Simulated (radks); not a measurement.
The numbers below are computed, except where a source is named.
Task: C2+, 4 electrons, occupied as [He] 2s1 6p1 (not the ground configuration). Level of theory: non-relativistic Kohn-Sham, r2SCAN, spin-unpolarised, spherical densities, point nucleus; meta-GGA in the generalised Kohn-Sham scheme (a radial shooting solver on a logarithmic mesh with Libxc functionals). Some entries of the table are withheld. Estimate them.

orbital,occ.,eigenvalue (hartree),<1/r> (bohr^-1)
1s,2,(1),(2)
2s,1,-1.97588,(3)
6p,1,-0.11681,(4)

Result: 
(1) 1s eigenvalue (hartree): -12.24913
(2) 1s <1/r> (bohr^-1): 5.673
(3) 2s <1/r> (bohr^-1): 1.110
(4) 6p <1/r> (bohr^-1): 0.08810
